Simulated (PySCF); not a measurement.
A core-ionisation job on `C1CCN([SiH]2P[SiH2]P2)C1`.

Method: delta-SCF UKS SCAN, pcX-2 on the ionised atom, pcseg-1 elsewhere, spin-free X2C (PySCF 2.14.0). Geometry: PBE0-D3(BJ)/def2-SVP. The input is one job of a driver script: a line of settings, then coordinates in Å.

Command:
```bash
OMP_NUM_THREADS=1 python probes_run.py task.json out
```

Input:
```
{"job": {"kind": "xps"}, "charge": 0, "multiplicity": 1}
C     -2.734741     0.414993    -0.567310
C     -2.423863     0.855707     0.879835
C     -1.180723     0.037614     1.273153
N     -0.554868    -0.321761     0.012444
Si     0.970266     0.293008    -0.510608
P      2.566124     0.192723     1.113289
Si     3.676547    -0.389621    -0.797293
P      1.931957    -0.960300    -2.157631
C     -1.647710    -0.624447    -0.895475
H     -3.745153    -0.005682    -0.676950
H     -2.664758     1.270622    -1.255064
H     -3.262207     0.676342     1.569015
H     -2.200542     1.932190     0.916598
H     -0.486326     0.582385     1.931068
H     -1.484205    -0.880619     1.812255
H      0.983863     1.709445    -1.017744
H      2.240912    -1.187008     1.330594
H      4.684151    -1.475838    -0.608459
H      4.355033     0.818297    -1.353770
H      1.716722    -2.138838    -1.369387
H     -1.321019    -0.601880    -1.946649
H     -2.024347    -1.646335    -0.696191
```

Q: Estimate the output.

A: 
```
ground state, core basis on atom 0 (C), 238 functions
  cycle   1  E = -1479.15911129  |g| = 5.23e-01
  cycle   2  E = -1479.06652491  |g| = 7.95e-01
  cycle   3  E = -1479.23281046  |g| = 1.44e-01
  cycle   4  E = -1479.23752663  |g| = 5.62e-02
  cycle   5  E = -1479.23834304  |g| = 1.61e-02
  cycle   6  E = -1479.23840568  |g| = 4.59e-03
  cycle   7  E = -1479.23841071  |g| = 1.11e-03
  cycle   8  E = -1479.23841155  |g| = 4.45e-04
  E(ground) = -1479.36164205 Eh
hole in C 1s of atom 0
  cycle   1  E = -1467.98892935  |g| = 1.51e+00
  cycle   2  E = -1464.20040817  |g| = 2.79e+00
  cycle   3  E = -1468.39218322  |g| = 4.81e-01
  cycle   4  E = -1468.51079127  |g| = 2.88e-01
  cycle   5  E = -1468.55693905  |g| = 1.05e-01
  cycle   6  E = -1468.56198932  |g| = 3.89e-02
  cycle   7  E = -1468.56289918  |g| = 1.28e-02
  cycle   8  E = -1468.56298697  |g| = 5.83e-03
  cycle   9  E = -1468.56300766  |g| = 2.15e-03
  cycle  10  E = -1468.56301023  |g| = 1.23e-03
  cycle  11  E = -1468.56301028  |g| = 5.05e-04
  cycle  12  E = -1468.56301188  |g| = 1.67e-04
  E(ion) = -1468.68454690 Eh   <S^2> = 0.7697   hole on atom = 1.000   binding energy = 290.539 eV
ground state, core basis on atom 2 (C), 238 functions
  cycle   1  E = -1479.23863751  |g| = 5.69e-02
  cycle   2  E = -1479.23862810  |g| = 1.62e-02
  cycle   3  E = -1479.23859874  |g| = 1.98e-02
  cycle   4  E = -1479.23869222  |g| = 3.35e-03
  cycle   5  E = -1479.23868950  |g| = 7.80e-04
  cycle   6  E = -1479.23869196  |g| = 7.46e-05
  E(ground) = -1479.36153347 Eh
hole in C 1s of atom 2
  cycle   1  E = -1467.95891012  |g| = 1.51e+00
  cycle   2  E = -1464.60561826  |g| = 2.77e+00
  cycle   3  E = -1468.14844963  |g| = 8.06e-01
  cycle   4  E = -1468.41520536  |g| = 5.14e-01
  cycle   5  E = -1468.52355009  |g| = 1.48e-01
  cycle   6  E = -1468.53249219  |g| = 4.97e-02
  cycle   7  E = -1468.53397253  |g| = 1.43e-02
  cycle   8  E = -1468.53409801  |g| = 7.16e-03
  cycle   9  E = -1468.53413854  |g| = 2.63e-03
  cycle  10  E = -1468.53414428  |g| = 1.55e-03
  cycle  11  E = -1468.53414656  |g| = 7.21e-04
  cycle  12  E = -1468.53414705  |g| = 2.76e-04
  E(ion) = -1468.65556474 Eh   <S^2> = 0.7721   hole on atom = 1.000   binding energy = 291.324 eV
ground state, core basis on atom 3 (N), 238 functions
  cycle   1  E = -1479.25248474  |g| = 7.45e-02
  cycle   2  E = -1479.25243532  |g| = 2.60e-02
  cycle   3  E = -1479.25241640  |g| = 2.74e-02
  cycle   4  E = -1479.25259131  |g| = 4.01e-03
  cycle   5  E = -1479.25259453  |g| = 8.74e-04
  cycle   6  E = -1479.25259309  |g| = 1.67e-04
  E(ground) = -1479.37383493 Eh
hole in N 1s of atom 3
  cycle   1  E = -1463.66919476  |g| = 1.88e+00
  cycle   2  E = -1461.36330529  |g| = 2.75e+00
  cycle   3  E = -1464.15580113  |g| = 6.38e-01
  cycle   4  E = -1464.30840643  |g| = 3.72e-01
  cycle   5  E = -1464.39930153  |g| = 1.02e-01
  cycle   6  E = -1464.40396911  |g| = 3.03e-02
  cycle   7  E = -1464.40458994  |g| = 9.20e-03
  cycle   8  E = -1464.40464340  |g| = 2.40e-03
  cycle   9  E = -1464.40464527  |g| = 1.17e-03
  cycle  10  E = -1464.40464661  |g| = 3.87e-04
  E(ion) = -1464.52491230 Eh   <S^2> = 0.7662   hole on atom = 1.000   binding energy = 404.060 eV
ground state, core basis on atom 4 (Si), 249 functions
  cycle   1  E = -1479.33663686  |g| = 2.87e-01
  cycle   2  E = -1479.33648643  |g| = 4.64e-02
  cycle   3  E = -1479.33596082  |g| = 5.63e-02
  cycle   4  E = -1479.33684082  |g| = 1.05e-02
  cycle   5  E = -1479.33687501  |g| = 2.90e-03
  cycle   6  E = -1479.33687714  |g| = 2.81e-04
  E(ground) = -1479.41825389 Eh
hole in Si 1s of atom 4
  cycle   1  E = -1410.38664972  |g| = 4.35e+00
  cycle   2  E = -1409.64912594  |g| = 2.51e+00
  cycle   3  E = -1410.09544230  |g| = 1.32e+00
  cycle   4  E = -1411.31958894  |g| = 4.71e-01
  cycle   5  E = -1411.45945950  |g| = 1.72e-01
  cycle   6  E = -1411.46559967  |g| = 1.31e-01
  cycle   7  E = -1411.47349476  |g| = 1.94e-02
  cycle   8  E = -1411.47371309  |g| = 6.55e-03
  cycle   9  E = -1411.47374378  |g| = 1.84e-03
  cycle  10  E = -1411.47374517  |g| = 5.50e-04
  cycle  11  E = -1411.47374475  |g| = 3.27e-04
  E(ion) = -1411.56308535 Eh   <S^2> = 0.7529   hole on atom = 1.000   binding energy = 1846.433 eV
hole in Si 2p of atom 4
  cycle   1  E = -1475.05018571  |g| = 1.25e+00
  cycle   2  E = -1474.30323759  |g| = 1.54e+00
  cycle   3  E = -1475.24493610  |g| = 4.63e-01
  cycle   4  E = -1475.38853218  |g| = 1.41e-01
  cycle   5  E = -1475.40162385  |g| = 3.92e-02
  cycle   6  E = -1475.40229197  |g| = 2.09e-02
  cycle   7  E = -1475.40247693  |g| = 6.20e-03
  cycle   8  E = -1475.40250091  |g| = 1.89e-03
  cycle   9  E = -1475.40250383  |g| = 4.14e-04
  E(ion) = -1475.49570947 Eh   <S^2> = 0.7522   hole on atom = 1.003   binding energy = 106.738 eV
  2p3/2 = 106.553 eV   2p1/2 = 107.178 eV
ground state, core basis on atom 5 (P), 249 functions
  cycle   1  E = -1479.35000032  |g| = 3.40e-01
  cycle   2  E = -1479.34939321  |g| = 5.76e-02
  cycle   3  E = -1479.34785132  |g| = 8.95e-02
  cycle   4  E = -1479.35058955  |g| = 7.32e-03
  cycle   5  E = -1479.35060695  |g| = 3.70e-03
  cycle   6  E = -1479.35060942  |g| = 6.63e-04
  cycle   7  E = -1479.35060863  |g| = 1.89e-04
  E(ground) = -1479.44383862 Eh
hole in P 1s of atom 5
  cycle   1  E = -1399.20207901  |g| = 4.72e+00
  cycle   2  E = -1396.92595528  |g| = 2.81e+00
  cycle   3  E = -1387.51936202  |g| = 3.37e+00
  cycle   4  E = -1400.26495900  |g| = 4.29e-01
  cycle   5  E = -1400.27380506  |g| = 4.22e-01
  cycle   6  E = -1400.37608442  |g| = 5.66e-02
  cycle   7  E = -1400.37714342  |g| = 3.78e-02
  cycle   8  E = -1400.37798010  |g| = 1.12e-02
  cycle   9  E = -1400.37804364  |g| = 3.99e-03
  cycle  10  E = -1400.37805249  |g| = 1.09e-03
  cycle  11  E = -1400.37805277  |g| = 2.97e-04
  E(ion) = -1400.47142019 Eh   <S^2> = 0.7521   hole on atom = 1.000   binding energy = 2148.949 eV
hole in P 2p of atom 5
  cycle   1  E = -1473.93893088  |g| = 1.39e+00
  cycle   2  E = -1471.76642749  |g| = 1.97e+00
  cycle   3  E = -1473.77795664  |g| = 9.44e-01
  cycle   4  E = -1474.33163774  |g| = 1.79e-01
  cycle   5  E = -1474.33733030  |g| = 1.65e-01
  cycle   6  E = -1474.35175468  |g| = 5.03e-02
  cycle   7  E = -1474.35323853  |g| = 1.62e-02
  cycle   8  E = -1474.35343038  |g| = 4.87e-03
  cycle   9  E = -1474.35344583  |g| = 2.27e-03
  cycle  10  E = -1474.35344724  |g| = 4.78e-04
  E(ion) = -1474.45668677 Eh   <S^2> = 0.7539   hole on atom = 1.002   binding energy = 135.707 eV
  2p3/2 = 135.455 eV   2p1/2 = 136.345 eV
ground state, core basis on atom 6 (Si), 249 functions
  cycle   1  E = -1479.33049735  |g| = 2.88e-01
  cycle   2  E = -1479.32986558  |g| = 6.08e-02
  cycle   3  E = -1479.32843842  |g| = 8.26e-02
  cycle   4  E = -1479.33107226  |g| = 1.20e-02
  cycle   5  E = -1479.33110726  |g| = 3.72e-03
  cycle   6  E = -1479.33110796  |g| = 7.28e-04
  cycle   7  E = -1479.33110725  |g| = 1.68e-04
  E(ground) = -1479.41271084 Eh
hole in Si 1s of atom 6
  cycle   1  E = -1410.38530111  |g| = 4.35e+00
  cycle   2  E = -1407.21629702  |g| = 3.02e+00
  cycle   3  E = -1392.82600226  |g| = 4.12e+00
  cycle   4  E = -1411.08213480  |g| = 7.18e-01
  cycle   5  E = -1411.19578782  |g| = 6.33e-01
  cycle   6  E = -1411.46576383  |g| = 1.06e-01
  cycle   7  E = -1411.46909126  |g| = 6.17e-02
  cycle   8  E = -1411.47126143  |g| = 1.76e-02
  cycle   9  E = -1411.47142374  |g| = 4.94e-03
  cycle  10  E = -1411.47143771  |g| = 2.08e-03
  cycle  11  E = -1411.47144058  |g| = 5.57e-04
  cycle  12  E = -1411.47144171  |g| = 2.10e-04
  E(ion) = -1411.56091345 Eh   <S^2> = 0.7532   hole on atom = 1.000   binding energy = 1846.341 eV
hole in Si 2p of atom 6
  cycle   1  E = -1475.04654307  |g| = 1.24e+00
  cycle   2  E = -1472.67150112  |g| = 1.98e+00
  cycle   3  E = -1474.82703218  |g| = 9.47e-01
  cycle   4  E = -1475.37574270  |g| = 1.65e-01
  cycle   5  E = -1475.37963622  |g| = 1.62e-01
  cycle   6  E = -1475.39470710  |g| = 2.87e-02
  cycle   7  E = -1475.39520523  |g| = 7.64e-03
  cycle   8  E = -1475.39523816  |g| = 3.69e-03
  cycle   9  E = -1475.39524556  |g| = 1.02e-03
  cycle  10  E = -1475.39524842  |g| = 3.65e-04
  E(ion) = -1475.48855368 Eh   <S^2> = 0.7524   hole on atom = 1.002   binding energy = 106.782 eV
  2p3/2 = 106.586 eV   2p1/2 = 107.210 eV
```

Cycles run on a coarse grid; E(ground) and E(ion) are re-evaluated on a finer one, so they differ from the last cycle. For a 2p shell the printed binding energy is that of one 2p hole without spin–orbit coupling; the 2p3/2 and 2p1/2 values follow from a further step that adds the ground-state splitting of the three 2p orbitals and a mean-field spin–orbit operator, and the shell mean corrects the one hole to the average of the three. The program numbers atoms from 0.

Q: How does the 1s binding energy of Si5 follow from the two total energies?

A: E(ion) − E(ground) = -1411.56308535 − (-1479.41825389) = 67.855169 Eh, times 27.211386 eV gives 1846.43 eV.

Main results: C1s of C1 290.54 eV; C1s of C3 291.32 eV; N1s of N4 404.06 eV; Si1s of Si5 1846.43 eV; Si2p of Si5 106.76 eV (mean of the 2p shell); P1s of P6 2148.95 eV; P2p of P6 135.75 eV (mean of the 2p shell); Si1s of Si7 1846.34 eV; one atom stands for each set of equivalent ones.

One conformer (not necessarily the lowest) at the PBE0-D3(BJ)/def2-SVP geometry, without solvent, vibrations or thermal averaging.

Q: How long does this job take on an Intel Xeon Platinum 8375C at 2.90 GHz with one thread (shared host)? And the peak memory of the process?

A: About 2.2 min, with 1.0 GiB resident at the peak, the Python interpreter and its libraries included.
Labels such as C1 count atoms from 1, the log's own numbers from 0.
